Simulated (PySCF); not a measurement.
**Co¹⁴⁺: ionisation energy**

Co¹⁴⁺ [Ne] 3s2 3p1 (2P) → Co¹⁵⁺ [Ne] 3s2 (1S), as a difference of total energies. Computed with PySCF 2.14 in an even-tempered Gaussian basis (19 s from 0.81 bohr⁻², ratio 2.5; 12 p from 1.1 bohr⁻², ratio 2.5; 5 d from 5.6 bohr⁻², ratio 2.7; 4 f from 8.5 bohr⁻², ratio 2.7), with the spin-free X2C one-electron Hamiltonian (Gaussian nucleus). Correlated levels: outer shells: 1s2 frozen; virtual orbitals above 40 to 60 times the deepest correlated orbital energy dropped. The calculations carry no spin-orbit coupling.

```
                method  ionisation energy (eV)
                   UHF                  440.88
    MP2 (outer shells)                  441.43
SCS-MP2 (outer shells)                  441.35
   CCSD (outer shells)                  441.48
CCSD(T) (outer shells)                  441.49
```

**Question.** How much does correlation contribute at CCSD(T) (outer shells)?

**Answer.** 441.49 − (440.88) = 0.61 eV, measured against UHF.

A first-order spin-orbit estimate (lowest level to lowest level, LS coupling) adds 1.828 eV.

For comparison: 441.1 ± 1.4 eV (semi-empirical (NIST evaluation); NIST Atomic Spectra Database, ionization energies).
